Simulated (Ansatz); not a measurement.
Conformers of `C[O][Sn]([OH])([F])[Cl]`, each relaxed with PBE0-D4/def2-TZVP in Ansatz. CBS adds the triple-zeta coupled-cluster correction to the MP2 limit.

Elements past krypton have def2 core potentials. Outer-core shells of Sn are correlated without core-valence functions. Spin–orbit coupling is left out.

Not all of them had a frequency check.

Conformer A:

```xyz
10

C     1.233   -1.263   -0.240
O     0.124   -0.732   -0.944
Sn   -0.809    0.814   -0.281
O    -1.688    0.396    1.390
F    -2.109    1.222   -1.597
Cl    0.545    2.658   -0.039
H     0.953   -1.623    0.756
H     2.046   -0.535   -0.140
H     1.603   -2.110   -0.821
H    -1.897    1.173    1.916
```

Conformer B:

```xyz
10

C     1.497   -0.654    0.672
O     0.823    0.228   -0.210
Sn   -1.104    0.265   -0.325
O    -1.608    1.632   -1.586
F    -1.792    0.697    1.396
Cl   -2.031   -1.752   -0.873
H     2.568   -0.495    0.530
H     1.252   -0.450    1.720
H     1.273   -1.703    0.454
H    -0.880    2.232   -1.777
```

Question: Which is lowest in electronic energy at CCSD(T)/CBS (frozen core, def2 sets), and by how much? (Best estimate.)

Answer: Ansatz gave: B; A lies 1.7 kJ/mol higher. Gaps under about 2 kJ/mol don't settle the order.

Question: Give the energies relative to B (kJ/mol) with B3LYP-D4/def2-TZVPP, ωB97M-V/def2-TZVPP, B2PLYP/def2-TZVPP, PBE0/def2-TZVPP, HF/def2-QZVPP, MP2/def2-QZVPP, HF/CBS(def2). (Best estimate.)

Answer: The calculation gave: 
```csv
level,A
B3LYP-D4/def2-TZVPP,1.6
ωB97M-V/def2-TZVPP,2.0
B2PLYP/def2-TZVPP,1.9
PBE0/def2-TZVPP,1.6
HF/def2-QZVPP,2.2
MP2/def2-QZVPP,1.7
HF/CBS(def2),2.2
```

B3LYP here is the variant with VWN-RPA as its local correlation; programs differ in this.
